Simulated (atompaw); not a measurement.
Reading a pseudo-wave (Li)

Columns: radius, all-electron u(r) and pseudo u(r) of the 2s shell (level -2.87 eV) of lithium in the configuration [He] 2s1 2p0; LDA (PW92), non-relativistic, PAW (atompaw) scheme, atompaw 4.2.0.5.

```csv
r (bohr),all-electron,pseudo
0.115,0.1325,-0.0205
0.231,0.1845,-0.0414
0.346,0.1877,-0.0623
0.462,0.1623,-0.0837
0.577,0.1209,-0.1054
0.692,0.0708,-0.1276
0.808,0.0164,-0.1506
0.923,-0.0383,-0.1741
1.038,-0.0919,-0.1981
1.154,-0.1434,-0.2230
1.269,-0.1913,-0.2481
1.385,-0.2361,-0.2739
1.500,-0.2768,-0.2996
1.615,-0.3138,-0.3253
1.731,-0.3474,-0.3508
1.846,-0.3771,-0.3755
1.962,-0.4037,-0.3993
2.077,-0.4268,-0.4214
2.192,-0.4467,-0.4417
2.308,-0.4639,-0.4599
2.423,-0.4780,-0.4754
2.538,-0.4896,-0.4881
2.654,-0.4988,-0.4982
2.769,-0.5056,-0.5054
2.885,-0.5103,-0.5103
3.000,-0.5130,-0.5130
```

Question: How many radial nodes do the two functions have?

Answer: The all-electron 2s function has n − l − 1 = 1; the pseudo-wave has 0, since the states of the same l below it are removed with the core.

Question: Is the pseudo-wave norm-conserving?

Answer: No, it belongs to a PAW set: the norm inside the radius is not constrained, and the difference is carried by the augmentation charge.
